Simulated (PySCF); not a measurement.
## Si4H9OF

The system: Si4H9OF, a small molecule; neutral, singlet. The structure, one conformer, was relaxed in the gas phase by PBE0-D3(BJ)/def2-SVP. No frequency run checks that it is a minimum.

SMILES: F[Si]([SiH3])([SiH3])O[SiH3]

```
atom   x (Å)   y (Å)   z (Å)
 Si1  -0.236   0.048  -0.493
 Si2   0.905   2.062  -0.882
 Si3   0.537  -1.827  -1.674
  O4  -0.184  -0.307   1.120
 Si5  -1.030  -0.280   2.554
  F6  -1.802   0.303  -0.894
  H7   2.343   1.899  -0.506
  H8   0.302   3.155  -0.060
  H9   0.823   2.427  -2.330
 H10  -0.287  -3.027  -1.335
 H11   0.469  -1.574  -3.146
 H12   1.961  -2.081  -1.295
 H13  -1.583   1.085   2.801
 H14  -0.081  -0.641   3.644
 H15  -2.147  -1.268   2.511
```

Shieldings: GIAO PBE0/pcSseg-1. Shifts are against computed references at the same level: H TMS (σ 31.27 ppm), Si TMS (σ 352.0 ppm). Core levels by delta-SCF with SCAN, pcX-2 on the ionised atom and pcseg-1 elsewhere, spin-free X2C (2p3/2 is the spin-free 2p value less a third of a first-order spin-orbit splitting); from the vacuum level, for chosen atoms.

Question: Give the shieldings and core levels atom by atom.

Answer: 
```
      atoms         bonded to  σ (ppm)  δ (ppm)  core level (eV)
        Si1  1 F + 1 O + 2 Si    316.8     35.2     2p3/2 107.83
        Si2        1 Si + 3 H    462.8   -110.9     2p3/2 106.58
        Si3        1 Si + 3 H    461.2   -109.2     2p3/2 106.59
         O4              2 Si    274.9        -        1s 537.96
        Si5         1 O + 3 H    388.5    -36.5                -
         F6              1 Si    322.2        -        1s 691.91
   H7 H8 H9              1 Si    27.85     3.42                -
H10 H11 H12              1 Si    27.84     3.43                -
H13 H14 H15              1 Si    26.20     5.07                -
```

Values are those of this one static structure, with the three H of a rotating XH3 group averaged; atoms that internal rotation interchanges would show their mean in an NMR spectrum.

Question: Which of Si1, Si2, Si3 holds its core electrons tightest, and by how much against the loosest?

Answer: Si1 (bonded to 1 F + 1 O + 2 Si), by 1.25 eV over Si2 (bonded to 1 Si + 3 H).

Question: By CAM-B3LYP/def2-SVPD (TDDFT singlets, Tamm-Dancoff triplets, ionisation by delta-SCF), where does absorption start, and what does vertical ionisation take?

Answer: The lowest singlet lies at 5.84 eV (f 0.082), the strongest of the first 6 at 7.31 eV (f 0.544), the lowest triplet at 5.10 eV; vertical ionisation takes 9.41 eV.
